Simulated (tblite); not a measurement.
Compound: C6H13As.
Geometry (GFN2-xTB, Å), atoms numbered from 1 in this order:
```
atom  x, y, z in Å
C1     0.264   -0.063   -2.108
C2     0.413    0.079   -0.799
C3     1.426   -0.693   -0.025
As4    2.870    0.527    0.634
C5    -0.415    1.061   -0.011
C6    -1.874    0.616    0.141
C7    -2.008   -0.690    0.913
H8     0.845   -0.773   -2.675
H9    -0.452    0.517   -2.665
H10    0.966   -1.139    0.863
H11    1.863   -1.490   -0.630
H12    3.577    0.598   -0.687
H13    3.768   -0.608    1.041
H14   -0.398    2.032   -0.514
H15    0.026    1.188    0.985
H16   -2.314    0.496   -0.852
H17   -2.428    1.402    0.660
H18   -1.518   -1.501    0.379
H19   -1.558   -0.599    1.900
H20   -3.057   -0.950    1.039
```

Method: GFN2-xTB as coded in tblite; computed harmonic values from a numerical Hessian at the method's own geometry, unscaled. The method is semi-empirical: single wavenumbers can be off by several per cent or more. Modes of hydrogen on arsenic can be 10 to 20 % off. One conformer, not necessarily the lowest.

Harmonic wavenumbers (cm⁻¹): 44.2, 66.4, 102.0, 124.3, 139.6, 206.2, 269.6, 354.6, 386.4, 406.0, 532.7, 603.2, 663.2, 706.2, 753.3, 793.4, 861.5, 866.7, 881.2, 910.5, 942.8, 971.0, 1011.1, 1060.9, 1096.6, 1113.3, 1124.6, 1167.5, 1207.7, 1254.9, 1265.0, 1334.7, 1344.6, 1410.9, 1416.9, 1441.1, 1472.6, 1488.4, 1505.8, 1510.8, 1712.0, 1912.3, 1943.4, 2913.8, 2919.9, 2953.6, 2954.5, 2968.6, 2985.5, 3021.7, 3032.6, 3038.6, 3095.4, 3118.8.

A = 3073, B = 790.5, C = 721.1 MHz; mass 160.023 u (most abundant isotopes); point group C1, symmetry number 1.

Problem. What is the zero-point energy?

Solution. Half the sum of the wavenumbers: 36692 cm⁻¹ = 438.93 kJ/mol.

Problem. What is S at 298.15 K and 1 bar for an ideal gas of classical rigid rotors and harmonic oscillators?

Solution. Translation 172.15, rotation 123.83, vibration 121.19: S = 417.2 J/(mol K).

Problem. And Cp and H(298.15 K) − H(0)?

Solution. Cp = 155.80 J/(mol K), of which vibrations give 122.54 (their classical limit is 54 R = 449.0); H(298.15 K) − H(0) = 28.49 kJ/mol without the zero-point energy, 18.58 from vibrations.

Problem. How do the functions run with temperature in this model?

Solution. 
| T (K) | S (J/(mol K)) | Cp (J/(mol K)) | H − H(0) (kJ/mol) | G − H(0) (kJ/mol) | ln q(vib) |
| --- | --- | --- | --- | --- | --- |
| 50 | 251.4 | 57.7 | 2.16 | -10.41 | 0.59 |
| 100 | 298.4 | 78.9 | 5.61 | -24.23 | 1.92 |
| 373.15 | 455.7 | 188.3 | 41.40 | -128.63 | 8.96 |
| 500 | 517.8 | 237.5 | 68.51 | -190.41 | 12.14 |
| 750 | 628.6 | 308.6 | 137.40 | -334.05 | 18.28 |
| 1000 | 724.3 | 355.6 | 220.81 | -503.46 | 24.11 |

q(vib) and H(0) count from the zero-point level.

Problem. Blend soft modes into free rotors: weight 1/[1 + (100 cm⁻¹/ν̃)⁴] for the oscillator and the rest for a rotor with moment μB/(μ + B), μ = h/(8π²ν), B = 10⁻⁴⁴ kg m². What vibrational entropy results?

Solution. 110.25 J/(mol K) in place of 121.19, which changes −T·S at 298.15 K by +3.26 kJ/mol.

Problem. Which modes carry the vibrational entropy at 298.15 K?

Solution. 44.2 cm⁻¹: 21.18; 66.4 cm⁻¹: 17.81; 102.0 cm⁻¹: 14.29; 124.3 cm⁻¹: 12.69; 139.6 cm⁻¹: 11.75; 206.2 cm⁻¹: 8.69 J/(mol K); the other 48 give 34.78 together.

Problem. What must be added to the electronic energy to get the Gibbs energy at 298.15 K and 1 bar?

Solution. ZPE + [H(298.15 K) − H(0)] − T·S = 438.93 + 28.49 − 124.38 = 343.04 kJ/mol.

Hindered rotation and anharmonicity are outside this model. Other conformers, if any are populated, would add a mixing term that is left out. The structure is chiral; the term R ln 2 for an equal mix with its mirror image is left out.

Time: 1.2 s wall. Hardware: one thread, Arm Neoverse N1 (aarch64), on a shared host. This covers the Hessian and the dipole derivatives.
